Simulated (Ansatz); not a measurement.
Isomers of C3H6AlI, relaxed with PBE0-D4/def2-TZVP in Ansatz; electronic energies, one conformer each and not always the lowest. Functionals use def2-TZVPP; CBS adds triple-zeta CCSD(T) − MP2 to the MP2 limit of def2-TZVPP and def2-QZVPP.

Elements past krypton have def2 core potentials. Outer-core shells of I are correlated without core-valence functions. Spin–orbit coupling is left out.

Question: Order them by energy at frozen-core CCSD(T)/CBS, lowest first. (An estimate is asked.)
A. `C=C(I)[CH2][AlH2]`
B. `I[CH2][Al]1[CH2][CH2]1`
C. `[CH3][AlH]/[CH]=C/I`

Answer: C (0.0 kJ/mol), A (34.0 kJ/mol), B (80.9 kJ/mol).

Question: How do HF/CBS(def2), B3LYP-D4, PBE-D4, MP2/CBS(def2) place them (kJ/mol, against `[CH3][AlH]/[CH]=C/I`)? (Estimate.)

Answer: Ansatz gave: 
```
                  isomer  HF/CBS(def2)  B3LYP-D4  PBE-D4  MP2/CBS(def2)
`I[CH2][Al]1[CH2][CH2]1`         120.2      96.5    73.3           75.6
     `C=C(I)[CH2][AlH2]`          58.2      39.6    29.1           29.6
```

B3LYP here is the variant with VWN-RPA as its local correlation; programs differ in this.
